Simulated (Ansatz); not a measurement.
C₂H₆AlCl, triplet, at a GFN2-xTB geometry (such geometries of metal compounds can be far from the true shape) (a higher spin typed on purpose: for a closed-shell molecule this is an excited state), atoms displaced at random by about 0.05 Å a coordinate. Base run: PBE0/STO-3G in Ansatz (a program for electronic structure).

The Ansatz input:
Ansatz 0.2 input:
```yaml
crystal:
  periodic: [false, false, false]
  atoms:
    - {symbol: Al, position_ang: [0.25551658, 0.54709514, 0.33311306]}
    - {symbol: C, position_ang: [1.83086881, -0.85698956, -0.20883941]}
    - {symbol: H, position_ang: [1.43343845, -1.74926084, -0.44695700]}
    - {symbol: H, position_ang: [2.49708790, -0.90192130, 0.79466921]}
    - {symbol: H, position_ang: [2.39731736, -0.21541384, -0.84034666]}
    - {symbol: C, position_ang: [-0.29480505, -1.01694615, 1.78690675]}
    - {symbol: H, position_ang: [-0.41229766, -1.92994771, 1.25654250]}
    - {symbol: H, position_ang: [-1.24600238, -0.64604233, 2.17786311]}
    - {symbol: H, position_ang: [0.46858048, -1.18463159, 2.51123580]}
    - {symbol: Cl, position_ang: [-1.10702235, 0.56345072, -1.19976253]}
basis:
  gaussian:
    orbitals: STO-3G
hamiltonian:
  xc: pbe0
magnetization: {spin_polarized: true, initial_magnetization: 2}
relax: {}
```

Each row names what was changed in the base input (with any setting that the change needs).

```
change                          ΔE vs base (kcal/mol)  optimiser steps  core-seconds (rough)
------------------------------  ---------------------  ---------------  --------------------
base                                            0.000                7                    20
relax = escape_saddle: false                    0.000                7                    20
relax = f_tol: 0.1                              0.005                5                    10
relax = f_tol: 0.0005                           0.000               13                    30
relax = max_displacement: 0.5                   0.000                7                    20
relax = max_displacement: 0.02                  0.000               18                    40
relax = f_tol: 0.002                            0.000                9                    20
```
